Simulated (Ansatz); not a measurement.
`[CH3][GeH]([F])[Cl]` + H₂ → `[F][GeH2][Cl]` + CH₄ at 600 K and 1 bar (hydrogenolysis of a Ge–C bond).

Calculated with Ansatz (gas phase, PBE0-D4/def2-TZVP geometries, no zero-point term in ΔE). CCSD(T)/CBS is the MP2 limit (def2-TZVPP, def2-QZVPP) plus CCSD(T) − MP2 in def2-TZVPP, frozen cores. This one scheme is used for every species. For Ge outer-core shells are correlated without core-valence functions, which leaves a few kJ/mol of doubt a bond. Scalar relativity is left out up to krypton.

```json
{"species": "`[CH3][GeH]([F])[Cl]`", "CCSD(T)/CBS energy (Eh)": "-2676.23424", "H − E (kJ/mol)": "179.3", "S (J/(mol·K))": "411.4"}
{"species": "H₂", "CCSD(T)/CBS energy (Eh)": "-1.17544", "H − E (kJ/mol)": "43.9", "S (J/(mol·K))": "150.8"}
{"species": "`[F][GeH2][Cl]`", "CCSD(T)/CBS energy (Eh)": "-2636.95386", "H − E (kJ/mol)": "88.0", "S (J/(mol·K))": "347.0"}
{"species": "CH₄", "CCSD(T)/CBS energy (Eh)": "-40.46206", "H − E (kJ/mol)": "140.4", "S (J/(mol·K))": "215.7"}
```

H − E and S are ideal-gas, rigid-rotor, harmonic terms from PBE0-D4/def2-TZVP, for one conformer and one mirror image of each species. For small species the MP2-based limit differs from directly extrapolated CCSD(T) by up to some mEh (0.8 for H₂); such offsets cancel only in part. 1 Eh = 2625.50 kJ/mol, R = 8.31446 J/(mol·K).

Q: By hand: ΔE, ΔH, ΔS and ΔG.

A: ΔE = (-2636.95386) + (-40.46206) − (-2676.23424) − (-1.17544) = -0.00624 Eh = -16.4 kJ/mol. Δ(H − E) = 88.0 + 140.4 − 179.3 − 43.9 = 5.2, so ΔH = -11.2 kJ/mol. ΔS = 347.0 + 215.7 − 411.4 − 150.8 = 0.5 J/(mol·K). ΔG = -11.2 − 600 × (0.5)/1000 = -11.5 kJ/mol.

Q: By hand: the equilibrium constant, and the temperature at which ΔG would vanish if ΔH and ΔS stayed fixed.

A: log₁₀ K = −ΔG/(RT ln 10) = 1.0. ΔH and −TΔS have one sign here, so there is no such temperature.

The number of gas molecules stays the same, so ΔS is small and ΔH decides. A doubt of 5 kJ/mol in ΔE shifts log₁₀ K by 0.4 here. Other conformers and mirror images would add mixing entropy, several J/(mol·K) or more a flexible species. These are equilibria of isolated gas molecules and say nothing of rates. Largest T1 diagnostic: 0.011 (customary marks: 0.02 for closed shells, 0.045 for open ones).

ΔS is within the doubt of such terms, so its sign, and with it that verdict, could turn.
